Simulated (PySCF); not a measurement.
All of these have the formula C6H9FO. Method: TDDFT B3LYP/def2-SVPD, vertical, gas phase, core orbitals frozen in the response (PySCF). Geometries: GFN2-xTB; one conformer of each isolated species. Triplets are in the Tamm–Dancoff approximation.

Task: Rank by computed HOMO–LUMO gap, highest first.
A. `CCO[C@@H]1C/C1=C/F`
B. `[C@@H]1(CC(CC1)=O)CF`
C. `F[C@@H]1C[C@H]2CC[C@@H]1O2`
D. `CO/C=C/C/C=C\F`
E. `C=C1C[C@@H](O)[C@H](F)C1`
F. `FC[C@@H]1C=COCC1`
G. `C[C@@H]1C[C@@]1(C)C(=O)F`
H. `C=C(F)C(=O)C(C)C`

Result: C (7.76 eV), G (7.51 eV), A (6.93 eV), E (6.75 eV), F (6.47 eV), D (6.31 eV), B (5.99 eV), H (5.25 eV).

```tsv
SMILES	gap (eV)	first f ≥ 0.01 (nm)	HOMO (eV)	S1 (eV)	α (au)	S1 mainly
F[C@@H]1C[C@H]2CC[C@@H]1O2	7.76	–	-7.49	6.87	68.5	H→L (99%)
C[C@@H]1C[C@@]1(C)C(=O)F	7.51	179	-8.23	5.94	73.3	H→L (45%)
CCO[C@@H]1C/C1=C/F	6.93	185	-7.26	5.88	78.4	H-1→L (53%)
C=C1C[C@@H](O)[C@H](F)C1	6.75	190	-7.10	6.53	75.0	H→L (85%)
FC[C@@H]1C=COCC1	6.47	215	-6.38	5.76	73.8	H→L (86%)
CO/C=C/C/C=C\F	6.31	218	-6.38	5.68	81.7	H→L (90%)
O=C1CC[C@@H](CF)C1	5.99	194	-7.05	4.22	71.1	H→L (98%)
C=C(F)C(=O)C(C)C	5.25	226	-7.44	3.69	77.2	H→L (98%)
```

H and L stand for HOMO and LUMO; a dash means that no computed state gives the value.

- `F[C@@H]1C[C@H]2CC[C@@H]1O2`: Löwdin shares by element: HOMO oxygen 58%, carbon 19% or more (atoms not listed hold the other 23%); LUMO carbon 30% or more, hydrogen 9% or more (atoms not listed hold the other 61%).
- `C[C@@H]1C[C@@]1(C)C(=O)F`: Löwdin shares by element: HOMO carbon 49% or more, oxygen 22% (atoms not listed hold the other 30%); LUMO carbon 43% or more, oxygen 30%, fluorine 8% (atoms not listed hold the other 18%).
- `CCO[C@@H]1C/C1=C/F`: Löwdin shares by element: HOMO carbon 46% or more, oxygen 25%, fluorine 10% (atoms not listed hold the other 19%); LUMO carbon 67% or more (atoms not listed hold the other 33%).
- `C=C1C[C@@H](O)[C@H](F)C1`: Löwdin shares by element: HOMO carbon 82% or more (atoms not listed hold the other 18%); LUMO carbon 60% or more, hydrogen 6% or more (atoms not listed hold the other 33%).
- `FC[C@@H]1C=COCC1`: Löwdin shares by element: HOMO carbon 60% or more, oxygen 26%; LUMO carbon 36% or more, hydrogen 7% or more (atoms not listed hold the other 56%).
- `CO/C=C/C/C=C\F`: Löwdin shares by element: HOMO carbon 56% or more, oxygen 24% (atoms not listed hold the other 20%); LUMO carbon 68% or more (atoms not listed hold the other 33%).
- `O=C1CC[C@@H](CF)C1`: S1 has the pattern of n→π* at C=O.
- `C=C(F)C(=O)C(C)C`: Löwdin shares by element: HOMO oxygen 58%, carbon 31% or more; LUMO carbon 61% or more, oxygen 22% (atoms not listed hold the other 17%).
